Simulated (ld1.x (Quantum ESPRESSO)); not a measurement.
## An all-electron radial function and its pseudo partner (Ag)

Columns: radius, all-electron u(r) and pseudo u(r) of the 4p shell (level -56.63 eV) of silver in the configuration [Ar] 3d10 4s2 4p6 4d10 5s1 5p0; PBEsol, non-relativistic, RRKJ scheme, ld1.x (Quantum ESPRESSO) 7.5.

```csv
r (bohr),all-electron,pseudo
0.098,0.3217,0.0157
0.195,-0.3834,0.0682
0.292,-0.6075,0.1702
0.390,-0.2970,0.3307
0.488,0.1903,0.5386
0.585,0.6210,0.7607
0.682,0.9198,0.9571
0.780,1.0833,1.0912
0.878,1.1350,1.1415
0.975,1.1100,1.1160
1.072,1.0383,1.0404
1.170,0.9412,0.9412
1.268,0.8346,0.8346
1.365,0.7293,0.7293
1.463,0.6290,0.6290
1.560,0.5384,0.5384
1.658,0.4569,0.4569
1.755,0.3862,0.3862
1.852,0.3252,0.3252
1.950,0.2723,0.2723
2.047,0.2278,0.2278
2.145,0.1897,0.1897
2.242,0.1581,0.1581
2.340,0.1312,0.1312
2.438,0.1088,0.1088
2.535,0.0902,0.0902
```

Q: How many radial nodes do the two functions have?

A: The all-electron 4p function has n − l − 1 = 2; the pseudo-wave has 0, since the states of the same l below it are removed with the core.

Q: At about which radius was the pseudo-wave matched?

A: 1.20 bohr, where the columns begin to agree (steps of 0.10 bohr).

Q: Where does each function peak?

A: Outermost all-electron maximum near 0.88 bohr, pseudo maximum near 0.88 bohr (to the table’s step).

Q: Is the pseudo-wave norm-conserving?

A: Yes: the RRKJ scheme keeps the norm inside the radius equal to the all-electron one, which fixes the energy derivative of the logarithmic derivative at the level.
